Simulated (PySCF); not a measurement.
CH₃F₃O₃Sn, SMILES [C](F)(F)(F)[Sn]([OH])([OH])[OH].

Coordinates come from a PBE-D3(BJ)/def2-SVP optimisation. The def2 effective core potentials stand for the cores of Sn; spin–orbit coupling is left out. The values are those of a single conformer.

The numbers are results of PBE-D3(BJ)/def2-SVP in PySCF, not measurements.

Frequencies are harmonic and unscaled.

Modes within 1.5 cm⁻¹ of each other (mostly degenerate sets) share a row, with their intensities summed.

```
mode   ν (cm⁻¹)  IR (km/mol)  moving atoms (share of kinetic energy)
-----  --------  -----------  --------------------------------------
1            26          0.0                          F 67 %, O 31 %
2–3          64         15.4                  O 72 %, F 14 %, H 10 %
4–5         106         54.5         O 49 %, H 24 %, F 17 %, Sn 10 %
6           155         26.1                          O 73 %, F 13 %
7–8         176         28.3                          H 60 %, O 29 %
9–10        219          5.5                  F 65 %, H 14 %, Sn 8 %
11          237          0.5                 F 42 %, Sn 32 %, H 20 %
12          272        184.3                    H 75 %, O 9 %, F 9 %
13–14       506          0.4                                  F 92 %
15          580         57.1                                  O 92 %
16–17       603        148.4                         O 83 %, Sn 15 %
18          711          4.9                          F 83 %, C 15 %
19          840          2.0                                  H 93 %
20–21       855        212.4                                  H 92 %
22         1103        347.2                          C 71 %, F 28 %
23–24      1137        421.4                          C 72 %, F 28 %
25–26      3690        122.7                                  H 94 %
27         3691         66.7                                  H 94 %
```
